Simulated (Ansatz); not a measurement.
Reaction (ligand exchange at the Si–N bond): `O[SiH2]N[SiH3]` + `N=C(N)S` → `N=C(S)N[SiH2]O` + `N[SiH3]`

Isolated molecules relaxed with PBE0-D4/def2-TZVP in Ansatz; ΔE leaves out vibrations. CCSD(T)/CBS is the MP2 limit (def2-TZVPP, def2-QZVPP) plus CCSD(T) − MP2 in def2-TZVPP, frozen cores. This one scheme is used for every species. DFT in def2-TZVPP. Each species was taken in one conformer, which may not be the lowest.

| species | r2SCAN-D4 energy (Eh) |
| --- | --- |
| `O[SiH2]N[SiH3]` | -713.22394 |
| `N=C(N)S` | -548.17217 |
| `N=C(S)N[SiH2]O` | -914.14853 |
| `N[SiH3]` | -347.24022 |

Question: Work out ΔE.

Answer: ΔE = (-914.14853) + (-347.24022) − (-713.22394) − (-548.17217) = 0.00736 Eh = +4.6 kcal/mol. CCSD(T)/CBS gives +4.3 kcal/mol.

Largest T1 diagnostic among the species: 0.014.
